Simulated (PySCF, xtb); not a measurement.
Pb(Br)(NH2) (BrH₂NPb), SMILES [NH2][Pb][Br] (connectivity only; charge and spin as stated), neutral, multiplicity 1. The values are those of a single conformer.

Harmonic wavenumbers (cm⁻¹) from GFN2-xTB (xtb) at its own minimum, in rising order: 109, 201, 391, 494, 539, 596, 1548, 3497, 3517.

Q: What does r2SCAN-D4/def2-SVP (PySCF) give at its own minimum? (An estimate is asked for; the answer gives what the named calculation found.)

A: 121, 205, 306, 441, 547, 583, 1479, 3528, 3657. Paired by order, the mean absolute difference is 46 cm⁻¹ and the zero-point energies are 15.6 and 15.5 kcal/mol.
